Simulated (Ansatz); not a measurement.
Abridged output of a molecular run in Ansatz:

```
Functional definition: HF
1231 factors; integrals over basis functions are off by at most 1.2e-3 eV
mean field evaluation 1: about -20599.3461 eV, gradient 4.5e1 eV
mean field evaluation 2: about -20599.3699 eV, gradient 4.5e1 eV
mean field evaluation 4: about -20603.9802 eV, gradient 3.7e0 eV
mean field evaluation 8: about -20604.0312 eV, gradient 1.0e-1 eV
mean field evaluation 16: about -20603.9983 eV, gradient 1.2e0 eV
mean field -20604.03124697 eV, -757.1841824123 hartree, gradient 4.6e-6 eV, S^2 0.000000; 0 other end points of the search recorded, 0 dependent functions left out
12 core orbitals not correlated: weight in the atoms' cores, before any rotation towards them, 1.000 or more for the frozen orbitals, at most 0.000 for the correlated occupied ones
reference -20604.03124697 eV, -757.1841824123 hartree; 20, 20 occupied and 84, 84 virtual orbitals, 1231 factors
second order -19.65277652 eV of doubles, -0.00000000 eV of singles
cycle   1  -20.28004860 eV  change   -6.3e-1 eV  update   1.2e-1
cycle   2  -20.80659189 eV  change   -5.3e-1 eV  update   3.6e-2
cycle   3  -20.96969688 eV  change   -1.6e-1 eV  update   2.3e-2
cycle   4  -20.97108467 eV  change   -1.4e-3 eV  update   6.5e-3
cycle   5  -20.96611880 eV  change    5.0e-3 eV  update   3.2e-3
cycle   6  -20.96615821 eV  change   -3.9e-5 eV  update   1.2e-3
cycle   7  -20.96582310 eV  change    3.4e-4 eV  update   4.3e-4
cycle   8  -20.96574604 eV  change    7.7e-5 eV  update   1.5e-4
cycle   9  -20.96580374 eV  change   -5.8e-5 eV  update   5.7e-5
cycle  10  -20.96580515 eV  change   -1.4e-6 eV  update   2.3e-5
perturbative correction -0.59691120 eV, -0.0219360819 hartree
Total energy: -20625.59396333 eV, -757.9765976225 hartree
```

Its atoms:

Cartesian coordinates in Å:
```
C -0.549 1.811 0.692
O -1.001 0.544 0.306
In 0.243 -0.876 -0.302
N -0.591 -2.669 -0.648
S 2.560 -0.351 -0.346
H -1.414 2.420 0.979
H -0.029 2.346 -0.116
H 0.128 1.778 1.559
H -1.573 -2.641 -0.888
H -0.108 -3.272 -1.299
H 2.335 0.910 0.064
```

Task: Which basis set was used?
A. def2-QZVPP
B. cc-pV(Q+d)Z
C. def2-SVPD
D. def2-SVP

Result: D. It gives 116 functions.

Task: Write the keys of the input that set method, charge and spin (a neutral closed shell needs none for the last two).

Result: 
```yaml
correlation: {method: ccsd_t}
```
